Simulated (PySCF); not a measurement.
An unknown is described by computed data only.

Formula: C5H9F3OSi.

| Item | Value |
| --- | --- |
| Triplet | lowest triplet excitation (Tamm–Dancoff): 6.54 eV [TDA B3LYP/def2-SVPD] |
| 13C NMR | chemical shifts (computed TMS as zero) by class: 135.0 (1 C), 68.2 (2 C), 8.5 (2 C) ppm [GIAO PBE0/pcSseg-1] |
| Rotational structure | rotational constants A, B, C: 2.208, 0.692, 0.617 GHz [PBE0-D3(BJ)/def2-SVP] |
| NMR, other nuclei | isotropic shieldings of nuclei other than C and H, by class: 285 (1 O), 253 (3 F), 381 (1 Si) ppm [GIAO PBE0/pcSseg-1] |
| 1H NMR | chemical shifts (computed TMS as zero) by class: 4.30 (2 H), 4.25 (1 H), 3.14 (2 H), 1.16 (2 H), 0.62 (2 H) ppm [GIAO PBE0/pcSseg-1] |
| UV, strongest line | among the 10 lowest singlet transitions: S6/S7 at 7.69 eV (161 nm, f = 0.043 summed over these states) [TDDFT B3LYP/def2-SVPD] |
| Dipole | 2.50 D [B3LYP/def2-SVPD] |
| UV, first state | lowest singlet excitation: 6.67 eV (186 nm, f = 0.011) [TDDFT B3LYP/def2-SVPD] |
| Valence photoelectron | vertical ionisation energy: 9.73 eV [ΔSCF B3LYP/def2-SVPD] |
| Polarisability | 90.1 au [B3LYP/def2-SVPD] |

The electronic properties come from PySCF, for the isolated species, density fitting. Levels stand in brackets. The structure is a single PBE0-D3(BJ)/def2-SVP conformer in the gas phase; no vibrational or solvent corrections. NMR classes are plain means over equivalent atoms (diastereotopic ones count apart unless rotation or inversion swaps them), as if these changed places fast.

Q: Propose a structure and show how it fits.

A: Numbering: `[F:1][C:2]([F:3])([F:4])[SiH:5]1[CH2:6][CH2:7][O:8][CH2:9][CH2:10]1`. Its formula, C5H9F3OSi, gives 1 degree of unsaturation: 1 ring and 0 π bonds in the structure found. 5 carbons fall into 3 classes; from least to most shielded: CF3 carbon [C2] (135.0 ppm), ring sp3 carbon bound to oxygen [C7/C9] (68.2 ppm, 2 C), ring sp3 carbon bound to silicon [C6/C10] (8.5 ppm, 2 C). Hydrogen classes from least to most shielded: 2 H on 2 like atoms (sp3 carbon bound to oxygen), C7/C9 (4.30 ppm), 1 H on an SiH silicon, Si5 (4.25 ppm), 2 H on 2 like atoms (sp3 carbon bound to oxygen), C7/C9 (3.14 ppm), 2 H on 2 like atoms (sp3 carbon bound to silicon), C6/C10 (1.16 ppm), 2 H on 2 like atoms (sp3 carbon bound to silicon), C6/C10 (0.62 ppm). The other shieldings belong to: 285 ppm, cyclic ether oxygen [O8]; 253 ppm, fluorine of a CF3 group [F1/F3/F4]; 381 ppm, SiH silicon [Si5]. The first electron is taken from the HOMO, whose largest Löwdin shares are 0.54 on the cyclic ether oxygen, 0.08 on each of 2 atoms of one kind (sp3 carbon bound to oxygen) and 0.08 on an sp3 carbon bound to silicon. By its constants the optimised geometry is an asymmetric top. Structure: `FC(F)(F)[SiH]1CCOCC1`. The assignments are read from this structure; whether some other isomer fits the data as well wasn't checked.
